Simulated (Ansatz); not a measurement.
Reaction (formal loss of a carbene): `OCC1=CB1` → `[CH2]` (triplet) + `OC1=CB1`

Program: Ansatz. Geometries: PBE0-D4/def2-TZVP. ΔE: electronic, gas phase. CCSD(T)/CBS adds triple-zeta CCSD(T) − MP2 to the extrapolated MP2 energy (def2 sets, frozen cores). This one scheme is used for every species. DFT in def2-TZVPP. B3LYP here is the variant with VWN-RPA as its local correlation; programs differ in this. Triplets are unrestricted, without spin–orbit coupling. Each species was taken in one conformer, which may not be the lowest.

`OCC1=CB1`:

Cartesian coordinates in Å:
```
O -0.017 1.663 -1.278
C -0.340 0.306 -1.100
C -0.032 -0.216 0.242
C -0.201 -1.308 1.017
B 0.553 -0.199 1.595
H 0.779 1.842 -0.771
H -1.410 0.199 -1.303
H 0.183 -0.329 -1.833
H -0.675 -2.278 0.965
H 1.160 0.320 2.467
```

`[CH2]` (triplet):

Z-matrix (Å, degrees):
```
C
H 1 1.079
H 1 1.079 2 134.9
```

`OC1=CB1`:

Z-matrix (Å, degrees):
```
C
C 1 1.346
B 1 1.470 2 62.7
O 1 1.325 2 138.0 3 -180.0
H 2 1.080 1 141.1 3 180.0
H 3 1.183 1 153.9 2 180.0
H 4 0.963 1 108.8 2 -180.0
```

Q: Is it downhill or uphill in electronic energy at CCSD(T)/CBS, and by how much? (Estimate.)

A: The calculation gave: Uphill: ΔE = +410.3 kJ/mol.

Q: What do these levels give: PBE-D4, r2SCAN-D4, CAM-B3LYP-D4, B3LYP, r2SCANh, MP2/def2-QZVPP? (Best estimate.)

A: Ansatz gave: PBE-D4 407.7, r2SCAN-D4 381.1, CAM-B3LYP-D4 406.2, B3LYP 391.2, r2SCANh 378.7, MP2/def2-QZVPP 417.4 kJ/mol.

Q: What do rigid-rotor, harmonic-oscillator terms from PBE0-D4/def2-TZVP frequencies (298.15 K, 1 bar) make of the CCSD(T)/CBS value? (An estimate is asked.)

A: Computed: ΔZPE = -26.6 kJ/mol, ΔH = +389.0 kJ/mol, ΔS = 152 J/(mol·K), ΔG = +343.6 kJ/mol. Open shells count their whole term as degenerate.

Largest T1 diagnostic among the species: 0.012.

From PBE to PBE0 (25 % exact exchange), in def2-TZVPP and without D4, ΔE moves by −4.3 kJ/mol. In def2-TZVPP, CCSD(T) changes the Hartree–Fock value by +127.8 kJ/mol (the triples alone add +9.3 kJ/mol) and MP2 by +140.0 kJ/mol. Leaving LDA and LC-ωPBE aside and taking each functional with its dispersion term where it has one, the values, not all of them listed here, spread over 40.3 kJ/mol, from r2SCAN0-D4 to ωB97X-V. LDA lies +69.2 kJ/mol from PBE without D4.
